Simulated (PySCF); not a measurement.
Several orderings of computed values.

Each SMILES stands for a single optimised conformer of the isolated species, non-relativistic unless stated; the electronic structure was computed with PySCF and density fitting.

Dipoles, sizes and rotational constants follow the conformer. The torsions of the flexible species, by atom-mapped SMILES:
- `[F:1][C:2]([F:3])([F:4])[CH2:5][BH2-:6][n+:7]1[cH:8][cH:9][cH:10][cH:11][cH:12]1`: F1–C2–C5–B6 -171°, C2–C5–B6–N7 -55°, C5–B6–N7–C8 -80°
- `[BH3-:1][n+:2]1[cH:3][cH:4][cH:5][cH:6][c:7]1[CH2:8][O:9][CH3:10]`: C6–C7–C8–O9 84°, C7–C8–O9–C10 166°
- `[CH2:1]=[CH:2][CH2:3][GaH2-:4][N+:5]#[C:6][CH3:7]`: C1–C2–C3–Ga4 -107°, C2–C3–Ga4–N5 49°, C3–Ga4–N5–C6 -27°
- `[CH2:1]=[C:2]([F:3])[C:4]1=[CH:5][CH2:6]1`: C1–C2–C4–C5 180°

(1) Rank by smallest rotational constant, lowest first (PBE0-D3(BJ)/def2-SVP).
A. `F[CH](F)[GeH3]`
B. `C1=CC(F)=CC1`
C. `FC(F)(F)C[BH2-][n+]1ccccc1`
D. `CB(C)C`
E. `CC(C)B`

(2) Rank by lowest singlet excitation, highest first (TDDFT CAM-B3LYP/def2-SVPD at PBE0-D3(BJ)/def2-SVP geometries).
A. `CB(C)C`
B. `FC1=CCC=C1`
C. `[BH3-][n+]1ccccc1COC`
D. `C=C[CH2][GaH2-][N+]#CC`

(3) By how much do the two ends of that ranking differ?

(4) Rank by lowest triplet excitation (Tamm–Dancoff), highest first (TDA CAM-B3LYP/def2-SVPD at PBE0-D3(BJ)/def2-SVP geometries).
A. `FC1=CCC=C1`
B. `C=C(F)C1=CC1`
C. `CB(C)C`
D. `C=C[CH2][GaH2-][N+]#CC`
E. `c1ccc(COC)[n+](c1)[BH3-]`

(5) Rank by dipole moment, highest first (CAM-B3LYP/def2-SVPD at PBE0-D3(BJ)/def2-SVP geometries).
A. `FC1=CCC=C1`
B. `C=C[CH2][GaH2-][N+]#CC`
C. `CB(C)C`
D. `FC(=C)C1=CC1`
E. `[n+]1([BH3-])ccccc1COC`

(6) Give the two extremes of that set in atomic units.

(7) Rank by HOMO energy, highest first (CAM-B3LYP/def2-SVPD at PBE0-D3(BJ)/def2-SVP geometries).
A. `CB(C)C`
B. `c1c[n+](c(COC)cc1)[BH3-]`
C. `C=C(F)C1=CC1`
D. `FC1=CCC=C1`
E. `CC#[N+][GaH2-][CH2]C=C`

(8) Rank by HOMO–LUMO gap, highest first (CAM-B3LYP/def2-SVPD at PBE0-D3(BJ)/def2-SVP geometries).
A. `CB(C)C`
B. `C=C[CH2][GaH2-][N+]#CC`
C. `FC1=CCC=C1`
D. `[BH3-][n+]1ccccc1COC`

(9) By how much do the two ends of that ranking differ?

## Answers

(1) C (0.562 GHz), A (2.203 GHz), B (2.434 GHz), D (3.900 GHz), E (4.405 GHz).

(2) A (6.59 eV), D (5.35 eV), B (5.22 eV), C (5.08 eV).

(3) By 1.51 eV, between `CB(C)C` and `[BH3-][n+]1ccccc1COC`.

(4) C (6.07 eV), D (4.06 eV), E (3.95 eV), A (3.16 eV), B (2.98 eV).

(5) B (6.19 D), E (5.61 D), A (2.01 D), D (1.16 D), C (0.03 D).

(6) `CB(C)C`: 0.01 au; `C=C[CH2][GaH2-][N+]#CC`: 2.43 au.

(7) E (-7.43 eV), D (-7.85 eV), C (-8.13 eV), B (-8.65 eV), A (-9.97 eV).

(8) A (10.88 eV), C (8.25 eV), B (8.02 eV), D (7.78 eV).

(9) By 3.10 eV, between `CB(C)C` and `[BH3-][n+]1ccccc1COC`.
